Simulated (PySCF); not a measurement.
A side-by-side comparison of computed properties.

First species: C7H11FSi.
SMILES: `C(C([SiH2]CF)=C)(C=C)=C`

Second species: C₇H₈NOP.
Structure used (GFN2-xTB), in Å, numbered top down from 1:
```
atom  x, y, z in Å
C1     3.0966   -0.9711    0.2523
C2     2.0492   -0.2240   -0.0789
C3     0.6658   -0.5564    0.2242
P4     0.2891   -2.0278    1.0857
C5    -1.4412   -1.9032    1.1611
C6    -2.1537   -0.8551    0.6298
N7    -1.6513    0.1922   -0.0042
C8    -0.3521    0.3298   -0.1908
O9     0.0471    1.4369   -0.8490
C10   -0.9691    2.3262   -1.2659
H11    2.9810   -1.9018    0.7857
H12    4.1009   -0.6760    0.0032
H13    2.1899    0.7052   -0.6128
H14   -1.9735   -2.7035    1.6570
H15   -3.2357   -0.8373    0.7108
H16   -0.4573    3.1455   -1.7671
H17   -1.6598    1.8304   -1.9513
H18   -1.5346    2.6964   -0.4082
```

Levels: PBE0/pcSseg-1 for dipole moment, HOMO energy, LUMO energy and HOMO–LUMO gap; GFN2-xTB for rotational constant A and rotational constant C. Geometries: GFN2-xTB. Each species is one conformer at its optimised geometry, gas phase, non-relativistic unless stated. Electronic properties by PySCF.

The conformers computed, where there is a choice (atom-mapped SMILES and torsion angles):
- `[CH2:1]=[CH:2][C:3](=[CH2:4])[C:5](=[CH2:6])[SiH2:7][CH2:8][F:9]`: C1–C2–C3–C4 -178°, C2–C3–C5–C6 -88°, C3–C5–Si7–C8 -43°, C5–Si7–C8–F9 178°
- `[CH2:1]=[CH:2][c:3]1[p:4][cH:5][cH:6][n:7][c:8]1[O:9][CH3:10]`: C1–C2–C3–P4 0°, N7–C8–O9–C10 0°

```json
{"property": "dipole moment", "column X": "2.33 D", "column Y": "0.88 D"}
{"property": "HOMO energy", "column X": "-6.99 eV", "column Y": "-6.58 eV"}
{"property": "LUMO energy", "column X": "-1.09 eV", "column Y": "-2.26 eV"}
{"property": "HOMO–LUMO gap", "column X": "5.90 eV", "column Y": "4.32 eV"}
{"property": "rotational constant A", "column X": "1.732 GHz", "column Y": "1.517 GHz"}
{"property": "rotational constant C", "column X": "0.792 GHz", "column Y": "0.667 GHz"}
```

Task: Which column belongs to which species?

Result: Column X is the first species and column Y the second. The first has 20 atoms and 76 electrons, the second 18 and 80.

Task: How does each property change from the first species to the second?

Result: dipole moment -1.45 D; HOMO energy +0.41 eV; LUMO energy -1.17 eV; HOMO–LUMO gap -1.58 eV; rotational constant A -0.215 GHz; rotational constant C -0.125 GHz.

On the first: In atomic units the dipole is 0.92 e·bohr (1 au = 2.5417 D).

On the second: The dipole equals about 2.9 × 10⁻³⁰ C·m (1 D = 3.33564 × 10⁻³⁰ C·m).
